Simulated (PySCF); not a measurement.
Spectrum to structure. Method used: PySCF, TDDFT wB97X-D/def2-SVPD, vertical, gas phase, core orbitals frozen in the response. Geometries: GFN2-xTB, one conformer each.

```csv
state,E (eV),λ (nm),f
S1,5.32,233.0,0.0018
S2,5.81,213.3,0.0052
S3,6.31,196.3,0.0067
S4,6.40,193.8,0.058
S5,6.84,181.3,0.010
S6,6.89,180.1,0.021
S7,6.91,179.5,0.0027
S8,7.12,174.2,0.0004
```

Question: Which structure fits? All have the formula C3H9ClSSi2.
A. `Cl[SiH2][SiH2]SC1CC1`
B. `[SiH3]S[Si@@H](Cl)C1CC1`
C. `C/C=C/[SiH2]S[SiH2]Cl`
D. `Cl[Si@H]1CCS[SiH2]C1`

Answer: A. Its S1, at 5.32 eV, is the lowest among the candidates; the nearest of the others has S1 at 5.84 eV. S1 is HOMO→LUMO (89%). Löwdin shares by element: HOMO sulfur 65%, carbon 16% or more, silicon 8% or more; LUMO silicon 51%, chlorine 14%, sulfur 11% (atoms not listed hold the other 24%). At the same level the other candidates give, for their lowest levels:
- `[SiH3]S[Si@@H](Cl)C1CC1`: 6.26 eV (f 0.007); 6.39 eV (f 0.016); 6.86 eV (f 0.004); 7.20 eV (f 0.036); 7.55 eV (f 0.001); T1 5.95 eV; HOMO -9.20, LUMO 1.53 eV
- `Cl[Si@H]1CCS[SiH2]C1`: 5.84 eV (f 0.005); 6.17 eV (f 0.011); 6.88 eV (f 0.010); 7.15 eV (f 0.006); 7.27 eV (f 0.030); T1 5.47 eV; HOMO -8.67, LUMO 1.73 eV
- `C/C=C/[SiH2]S[SiH2]Cl`: 5.92 eV (f 0.009); 6.22 eV (f 0.036); 6.44 eV (f 0.016); 6.77 eV (f 0.313); 6.91 eV (f 0.014); T1 4.31 eV; HOMO -9.09, LUMO 1.10 eV

Shape of the structure used: `[Cl:1][SiH2:2][SiH2:3][S:4][CH:5]1[CH2:6][CH2:7]1`: Cl1–Si2–Si3–S4 180°, Si2–Si3–S4–C5 180°, Si3–S4–C5–C6 80°.
Triplets come from the Tamm–Dancoff approximation.

Without π bonds the low states are Rydberg-like; a valence basis with one diffuse set may place them up to an eV too high.
